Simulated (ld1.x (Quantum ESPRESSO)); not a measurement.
**La (Z = 57) TM semilocal: all-electron and pseudo phase curves**

lanthanum (La), norm-conserving Troullier–Martins (semilocal form), made with ld1.x (Quantum ESPRESSO) 7.5 (PBEsol, scalar-relativistic). Core [Kr], reference 4d10 4f0 5s2 5p6 5d1.5 6s1.5 6p0. Waves: 5s (bound): rc 2.40 bohr; 5p (bound): rc 3.00 bohr; 4d (bound): rc 0.90 bohr; 4f (bound, empty): rc 1.15 bohr. Local part: the f channel. Core correction: none.

Occupied shells without a wave of their own: 5d, 6s. They enter only through the test configuration that unscreens the potential.

The phase is arctan(r·u′/u) with u = r·R(r), unwrapped; energies in Ry, scanned from -10 to 5 Ry. A pole is an energy at which the radial function vanishes at the test radius. The pseudo phase is shifted by a multiple of π to meet the all-electron one at the reference energy, and phase errors are pseudo minus all-electron; the curves can meet again beyond the range given. Levels narrower than the energy grid can be missing from the lists of poles.

Question: For each channel, where are the poles, and over which energies does the pseudopotential scatter like the atom?

Answer:

```
channel  radius (bohr)  reference energy (Ry)  poles, all-electron  poles, pseudo  unbroken range about the reference energy with phases within 0.05 rad  phase error 1 Ry above the reference energy (rad)
      s           3.24                  -2.80          -2.74, 2.20    -2.74, 1.17                                                             below -0.9                                             -0.006
      p           3.24                  -1.59          -1.44, 3.28    -1.44, 2.53                                                             below -0.1                                             -0.015
      d           3.24                  -7.56                 0.47           0.47                                                        the whole range                                             +0.000
      f           3.24                  -0.26          -0.21, 2.83    -0.21, 2.87                                                              below 4.4                                             +0.003
```

The potential misses its own reference levels by up to 0.8 eV.

Phases in the d channel:

```json
{"E (Ry)": "-10.00", "all-electron": "1.472", "pseudo": "1.472"}
{"E (Ry)": "-9.52", "all-electron": "1.470", "pseudo": "1.470"}
{"E (Ry)": "-9.04", "all-electron": "1.467", "pseudo": "1.467"}
{"E (Ry)": "-8.56", "all-electron": "1.464", "pseudo": "1.464"}
{"E (Ry)": "-8.08", "all-electron": "1.461", "pseudo": "1.461"}
{"E (Ry)": "-7.60", "all-electron": "1.457", "pseudo": "1.457"}
{"E (Ry)": "-7.12", "all-electron": "1.453", "pseudo": "1.453"}
{"E (Ry)": "-6.64", "all-electron": "1.449", "pseudo": "1.449"}
{"E (Ry)": "-6.16", "all-electron": "1.444", "pseudo": "1.444"}
{"E (Ry)": "-5.68", "all-electron": "1.438", "pseudo": "1.438"}
{"E (Ry)": "-5.20", "all-electron": "1.432", "pseudo": "1.432"}
{"E (Ry)": "-4.72", "all-electron": "1.425", "pseudo": "1.425"}
{"E (Ry)": "-4.24", "all-electron": "1.416", "pseudo": "1.416"}
{"E (Ry)": "-3.76", "all-electron": "1.406", "pseudo": "1.406"}
{"E (Ry)": "-3.28", "all-electron": "1.393", "pseudo": "1.393"}
{"E (Ry)": "-2.80", "all-electron": "1.376", "pseudo": "1.376"}
{"E (Ry)": "-2.32", "all-electron": "1.353", "pseudo": "1.353"}
{"E (Ry)": "-1.84", "all-electron": "1.319", "pseudo": "1.319"}
{"E (Ry)": "-1.36", "all-electron": "1.259", "pseudo": "1.259"}
{"E (Ry)": "-0.88", "all-electron": "1.121", "pseudo": "1.121"}
{"E (Ry)": "-0.40", "all-electron": "0.377", "pseudo": "0.371"}
{"E (Ry)": "0.08", "all-electron": "-1.335", "pseudo": "-1.338"}
{"E (Ry)": "0.56", "all-electron": "-1.600", "pseudo": "-1.601"}
{"E (Ry)": "1.04", "all-electron": "-1.720", "pseudo": "-1.721"}
{"E (Ry)": "1.52", "all-electron": "-1.844", "pseudo": "-1.847"}
{"E (Ry)": "2.00", "all-electron": "-2.093", "pseudo": "-2.099"}
{"E (Ry)": "2.48", "all-electron": "-3.053", "pseudo": "-3.081"}
{"E (Ry)": "2.96", "all-electron": "-4.195", "pseudo": "-4.204"}
{"E (Ry)": "3.44", "all-electron": "-4.477", "pseudo": "-4.480"}
{"E (Ry)": "3.92", "all-electron": "-4.586", "pseudo": "-4.588"}
{"E (Ry)": "4.40", "all-electron": "-4.647", "pseudo": "-4.649"}
{"E (Ry)": "4.88", "all-electron": "-4.690", "pseudo": "-4.691"}
```
